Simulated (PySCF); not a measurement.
C₃H₁₀OSi₂.
Numbering: `[CH3:1][O:2][SiH:3]1[CH2:4][SiH2:5][CH2:6]1`

Geometry (GFN2-xTB, Å), atoms numbered from 1 in this order:
```xyz
16
C3H10OSi2 angstrom
C     -2.7054    0.2173   -0.2335
O     -1.4992   -0.4810   -0.2486
Si    -0.2755   -0.3676    0.8146
C      0.8390    1.1862    0.6673
Si     2.2475    0.1452   -0.1164
C      1.1509   -1.4081    0.1008
H     -2.5365    1.2898   -0.3550
H     -3.2369    0.0541    0.7072
H     -3.3169   -0.1471   -1.0597
H     -0.7400   -0.6473    2.1787
H      0.4558    1.9799    0.0301
H      1.1069    1.6494    1.6125
H      2.5535    0.4891   -1.5071
H      3.4807    0.1287    0.6755
H      0.9209   -1.9456   -0.8134
H      1.5477   -2.1340    0.8032
```

NICS = −σ at a ghost point: NICS(0) at the centroid of the ring atoms, NICS(1) 1 Å to either side along the normal of their mean plane, zz for the tensor component along that normal. Level: GIAO PBE0/pcSseg-1 (PySCF, non-relativistic, gas phase) on the GFN2-xTB geometry, one conformer.

Ring bond lengths (Å), with Mayer bond orders in brackets: Si3–C4 1.918 (0.87), C4–Si5 1.919 (0.92), Si5–C6 1.914 (0.92), C6–Si3 1.904 (0.90).

Give the NICS values of each ring in ppm.

| ring | type | NICS(0) | NICS(1), two faces | NICS(1)zz, two faces | rms pucker (Å) | centre to ring atoms, mean (Å) |
| --- | --- | --- | --- | --- | --- | --- |
| Si3–C4–Si5–C6 | 4-membered ring with 2 Si; formal bonds all single | 0.8 | -1.8 / -0.6 | 3.3 / 5.5 | 0.02 | 1.35 |

What do they say, and how far can they be read as aromaticity?

- Si3–C4–Si5–C6: mean NICS(1)zz 4.4 ppm, deshielded. Si3, C4, Si5, C6 have four or more neighbours, and the NICS criterion for π rings isn't applied.

At the first NICS(1) probe listed for ring Si3–C4–Si5–C6, 1 Å off the ring, how large is the induced field along the normal in 11.7 T applied along it?

NICSzz × B0 = 3.3 ppm × 11.7 T = 39 μT, along the applied field.

What are the shieldings of the ring atoms and their hydrogens in the same run (means over atoms taken as equivalent)?

| atoms | environment | σ isotropic (ppm) |
| --- | --- | --- |
| Si3 | oxygen-bound silicon | 343.5 |
| C4 (×2) | sp3 carbon bound to silicon | 183.4 |
| Si5 | SiH2 silicon | 393.2 |
| H10 | Si–H hydrogen | 26.09 |
| H11 (×2) | methylene hydrogen | 31.01 |
| H12 (×2) | methylene hydrogen | 31.20 |
| H13 | Si–H hydrogen | 26.99 |
| H14 | Si–H hydrogen | 27.04 |
